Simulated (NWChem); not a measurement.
sulfur hexafluoride (SF₆); SMILES S(F)(F)(F)(F)(F)F

Computed with NWChem. Medium grid unless said otherwise, to which SCAN and Minnesota functionals are sensitive. All runs use the structure optimised with PBE0/def2-SVP. B3LYP is NWChem's, with the RPA form of VWN correlation.

Question: Order these by “orbital gap (eV)”, lowest first: LDA (Slater exchange, VWN5)/def2-TZVPD; CAM-B3LYP/def2-TZVPD; PBE0/def2-TZVPD; Hartree-Fock/def2-TZVPD.

Answer: LDA (Slater exchange, VWN5)/def2-TZVPD (7.04), PBE0/def2-TZVPD (10.67), CAM-B3LYP/def2-TZVPD (13.29), Hartree-Fock/def2-TZVPD (20.05)
